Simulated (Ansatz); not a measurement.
The cluster Na2Pb⁻, relaxed as a quartet with UKS PBE0-D4/def2-TZVPD in Ansatz, starting from the PBE0-D4/def2-TZVPD geometry of the charge -1 doublet. Force threshold 0.02 eV/Å.

In the def2 sets Pb takes a core potential; there is no spin–orbit coupling. The highest occupied level of the charge -1 quartet lies above zero (up to 0.30 eV). The electron is either unbound and held by the finite basis, or the level is raised by self-interaction error. At PBE0-D4/def2-TZVPD a doublet of charge -1 lies 0.27 eV below the quartet, each at its own geometry. The structure comes from a short search, and lower isomers may exist.

Start:

```xyz
3

Na   -1.173   -1.662    0.554
Na    1.164    1.423    1.031
Pb    0.009    0.239   -1.585
```

(1) Estimate the energy that the relaxation releases and the steps that it takes.

(2) Does the start keep its bonding and symmetry?

(3) Predict the relaxed structure.

## Answers

(1) 13.9 kJ/mol, in 7 steps; 12 s on 4 threads of Intel Xeon Platinum 8488C on a shared host. No frequencies were taken in this run, so the end may be a saddle point.

(2) By distances, no bond broke or formed, bridged metal pairs apart. The bond that changes most is Na1–Na2, from 3.90 to 3.16 Å (atoms count from 1). Metal–metal contacts that move far: Na1–Na2 3.90 to 3.16 Å. Point group C2v at the start, C2v at the end, both within 0.05 Å; within 0.015 Å the end is Cs.

(3) 
```xyz
3

Na   -0.955   -1.396    0.747
Na    0.936    1.099    1.140
Pb    0.020    0.297   -1.887
```
Bond lengths (bridged metal pairs left out): 2 × Na–Pb 3.26 to 3.28 Å; 1 × Na–Na 3.16 Å.
